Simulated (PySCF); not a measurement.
Task: Write a Z-matrix for `C(c1nc[c][nH]1)(C)C` [radical] as optimised with GFN2-xTB. (Doublet state.)

Result: 
Z-matrix in Å and degrees, rows numbered from 1:
```
C 
C   1  1.5308
C   2  1.5306  1  110.83
C   2  1.4915  1  109.67  3  -121.15
N   4  1.3176  2  125.37  1    61.01
C   5  1.3565  4  108.46  2  -179.94
C   6  1.3554  5  107.39  4     0.03
N   4  1.3521  2  124.89  1  -118.87
H   1  1.0866  2  109.55  3    61.73
H   1  1.0881  2  110.63  3  -178.72
H   1  1.0874  2  110.34  3   -58.35
H   2  1.0969  1  109.21  3   120.30
H   3  1.0865  2  109.58  1   -61.73
H   3  1.0873  2  110.36  1    58.36
H   3  1.0880  2  110.59  1   178.76
H   6  1.0679  5  122.27  4   179.98
H   8  1.0064  4  127.91  2    -0.07
```

The 5-membered ring C4–N5–C6–C7–N8 has internal angles of 106.4° to 109.7°; it is planar, 0.00 Å rms from its mean plane, widest ring torsion 0°. C6 (carbon bonded to C, N and H) is planar (angles 130.3°, 122.3° and 107.4°, sum 360.0°, 0.00 Å off the plane of its three neighbours). N8 (nitrogen bonded to 2 C and H) is planar (angles 127.9°, 125.7° and 106.4°, sum 360.0°, 0.00 Å off the plane of its three neighbours). The C–C distances run from 1.355 Å (C6–C7, aromatic) to 1.531 Å (C1–C2, drawn single), a spread of 0.176 Å.

The geometry is computed with GFN2-xTB (gas phase). This method treats the open shell by occupation alone, without spin polarisation.

Point group: Cs (every atom within 0.08 Å of its image). GFN2-xTB frequencies: not computed here. Torsions: C1–C2–C4–N5 61°.

One conformer stands for the species.
